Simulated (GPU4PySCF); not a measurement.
C13H10N2, SMILES c1ccc(-n2c3c(nc2)cccc3)cc1. The structure is a stationary point at PBE-D3(BJ)/def2-TZVP. Other conformers were not sampled.

### Question
Give the equilibrium geometry at PBE-D3(BJ)/def2-TZVP (GPU4PySCF confirms it by a frequency run) as a Z-matrix. (An estimate is asked for; the answer gives what the named calculation found.)

### Answer
This is not unique; one that fits is 
```
N
C 1 1.3890
N 2 1.3108 1 113.95
H 2 1.0878 3 125.64 1 -178.00
C 3 1.3904 2 104.79 4 -178.36
C 1 1.3940 2 105.96 4 178.26
C 6 1.3967 1 132.77 2 177.56
H 7 1.0900 6 122.08 1 1.17
C 7 1.3944 8 121.19 6 179.28
H 9 1.0909 7 119.08 8 0.75
C 5 1.3999 3 129.66 2 -178.79
H 11 1.0905 5 120.16 3 -0.84
C 11 1.3923 12 121.82 5 -179.62
H 13 1.0909 11 119.56 12 -0.42
C 1 1.4161 2 125.96 4 -0.91
C 15 1.4006 1 119.68 2 -43.82
H 16 1.0908 15 119.57 1 -2.70
C 16 1.3945 17 120.65 15 178.76
H 18 1.0910 16 119.47 17 1.26
C 18 1.3965 19 120.15 16 179.01
H 20 1.0906 18 120.18 19 0.39
C 20 1.3969 21 120.18 18 179.95
H 22 1.0910 20 120.10 21 0.56
C 22 1.3942 23 119.43 20 -179.16
H 24 1.0900 22 120.71 23 1.34
```
